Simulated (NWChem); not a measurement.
Species: AlNH4; SMILES [AlH2][NH2]

All runs: NWChem. Pople sets run with spherical d functions. Coordinates come from a B3LYP/6-31G* (spherical d) optimisation. Vertical excitations in the gas phase; the lowest state need not have the same character in each row.

```csv
level,"lowest excitation, singlet (eV)",oscillator strength of that lowest state,lowest triplet (eV),orbital gap (eV)
"PBE/6-31+G*, full TDDFT",5.38,0.093,4.23,4.71
"B3LYP/6-31+G*, full TDDFT",5.78,0.093,4.65,6.31
"Hartree-Fock/6-31+G*, TDHF",[?],[?],[?],[?]
"PBE0/6-31+G*, full TDDFT",5.91,0.093,4.69,6.76
```

**Question.** Fill in the missing entries.

**Answer.** 
- Hartree-Fock/6-31+G*, TDHF, lowest excitation, singlet (eV): 7.01
- Hartree-Fock/6-31+G*, TDHF, oscillator strength of that lowest state: 0.099
- Hartree-Fock/6-31+G*, TDHF, lowest triplet (eV): 5.64
- Hartree-Fock/6-31+G*, TDHF, orbital gap (eV): 12.12
